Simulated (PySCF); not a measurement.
Electronic absorption of Mo(CMe)(OMe)3

Compound: Mo(CMe)(OMe)3, C₅H₁₂MoO₃ (singlet state).
SMILES: `C[C]#[Mo]([O]C)([O]C)[O]C`

Level of theory: PySCF 2.14.0, density-fitted response routines, TDDFT PBE0/def2-SVPD, vertical, gas phase, core orbitals frozen in the response, def2 core potentials past Kr. Isolated species at its PBE0-D3(BJ)/def2-SVP geometry, gas phase. Spin–orbit coupling is left out.

```
state  E (eV)  λ (nm)  ν̃ (cm⁻¹)       f  main configurations (H = HOMO, L = LUMO)
   S1    4.18   296.4      33730  0.0000                        H-1/H→L/L+1 (≥95%)
   S2    4.49   276.1      36210  0.0021                        H-1/H→L/L+1 (≥94%)
   S3    4.49   276.1      36220  0.0017                        H-1/H→L/L+1 (≥95%)
   S4    4.51   274.7      36410  0.0096       H-1/H→L/L+1 (≥80%), H-1/H→L+3 (≥8%)
   S5    5.06   245.2      40790   0.017                          H-1/H→L+2 (≥91%)
   S6    5.06   245.0      40810   0.017                          H-1/H→L+2 (≥91%)
   S7    5.15   240.6      41560  0.0000        H-1/H→L+3 (≥49%), H-1/H→L+4 (≥46%)
   S8    5.46   227.0      44050  0.0006        H-1/H→L+4 (≥43%), H-1/H→L+3 (≥43%)
   S9    5.46   227.0      44060  0.0005        H-1/H→L+4 (≥44%), H-1/H→L+3 (≥42%)
```

Triplets, Tamm–Dancoff:

| state | E (eV) | λ (nm) | main configurations (H = HOMO, L = LUMO) |
| --- | --- | --- | --- |
| T1 | 3.49 | 354.9 | H-1/H→L/L+1 (≥74%), H-1/H→L+3 (≥10%) |
| T2 | 3.79 | 327.0 | H-1/H→L/L+1 (≥85%) |
| T3 | 3.79 | 327.0 | H-1/H→L/L+1 (≥85%) |

The lowest singlet comes at 296 nm (404 kJ/mol) in the ultraviolet; it is dark (f under 0.0005); its leading configuration is HOMO-1/HOMO→LUMO/LUMO+1 (≥95%). The most intense listed level is S5/S6 at 5.06 eV (245 nm, f = 0.034 summed), 0.87 eV above S1. S2/S3, S5/S6 and S8/S9 lie within about 0.01 eV of each other in each set. For S1 the Löwdin share of molybdenum is 37% in HOMO and 55% in LUMO+1; for S5 the Löwdin share of molybdenum is 37% in HOMO and 37% in LUMO+2. Weighted by f, the mean energy of these states is 4.92 eV. Orbital energies (eV): HOMO-3 -7.99, HOMO-2 -7.80, HOMO-1 -6.68, HOMO -6.68, LUMO -0.43, LUMO+1 -0.42, LUMO+2 -0.22. Of the 9 states listed, 2 reach f = 0.01 and 2 stay under 0.0005. Orbitals of the list HOMO-3 to LUMO+2 that lie within 0.01 eV of each other are written together with a slash and their weights summed (≥ marks a lower bound); for degenerate orbitals outside that list single weights are arbitrary. The window holds the lowest 10 singlets. The highest level found (5.92 eV, f 0.0037 so far) is left out, since the window may have cut off a degenerate partner.
